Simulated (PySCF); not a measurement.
## Correlation energy of Te⁺ (tellurium, charge +1)

[Kr] 4d10 5s2 5p3, high-spin 4S determinant. All numbers are calculated (PySCF 2.14, scalar relativity through the core potential, in aug-cc-pVDZ-PP with ECP28MDF). Frozen: 4s2 4p6 4d10; 5 electrons correlated.

MP2 pair energies summed by pair of shells (mhartree):

| pair | energy | share (%) |
| --- | --- | --- |
| 5s-5p | -31.48 | 65.6 |
| 5p-5p | -11.23 | 23.4 |
| 5s-5s | -5.28 | 11.0 |

Total MP2 correlation energy: -47.98 mhartree.

Same-spin part -12.95 and opposite-spin part -35.03 mhartree; SCS-MP2 scales them by 1/3 and 6/5 to -46.36 mhartree.

```tsv
level	correlation energy (mhartree)
CCSD	-60.83
(T)	-0.70
CCSD(T)	-61.53
```

Diagnostics: T1 = 0.0025, D1 = 0.0043, largest double amplitude 0.047.

Cost of the coupled-cluster step: 0.28 s of wall time on 1 thread of Neoverse-N1 (shared host), for 5 correlated electrons.

Iterations:

```
CC2 = 0
CCSD nocc = (np.int64(4), np.int64(1)), nmo = (23, 23)
frozen orbitals [[0, 1, 2, 3, 4, 5, 6, 7, 8], [0, 1, 2, 3, 4, 5, 6, 7, 8]]
max_cycle = 100
direct = 0
conv_tol = 1e-08
conv_tol_normt = 1e-06
diis_space = 8
diis_start_cycle = 0
Init t2, MP2 energy = -0.0479839701480494
Init E_corr(UCCSD) = -0.0479839701576983
cycle = 1  E_corr(UCCSD) = -0.0579597675176891  dE = -0.00997579736  norm(t1,t2) = 0.0378041
cycle = 2  E_corr(UCCSD) = -0.0600960185062708  dE = -0.00213625099  norm(t1,t2) = 0.0101512
cycle = 3  E_corr(UCCSD) = -0.0608446000261833  dE = -0.00074858152  norm(t1,t2) = 0.00338414
cycle = 4  E_corr(UCCSD) = -0.0608299021206187  dE = 1.46979056e-05  norm(t1,t2) = 0.000450187
cycle = 5  E_corr(UCCSD) = -0.0608304374048835  dE = -5.35284265e-07  norm(t1,t2) = 4.53545e-05
cycle = 6  E_corr(UCCSD) = -0.0608300877260412  dE = 3.49678842e-07  norm(t1,t2) = 6.97461e-06
cycle = 7  E_corr(UCCSD) = -0.0608302809872099  dE = -1.93261169e-07  norm(t1,t2) = 1.56644e-06
cycle = 8  E_corr(UCCSD) = -0.0608302030524805  dE = 7.79347295e-08  norm(t1,t2) = 2.79035e-07
cycle = 9  E_corr(UCCSD) = -0.0608302087922363  dE = -5.73975579e-09  norm(t1,t2) = 5.39095e-08
UCCSD converged
E(UCCSD) = -266.7762734846185  E_corr = -0.06083020879223628
UCCSD(T) correction = -0.000695078856965624
```
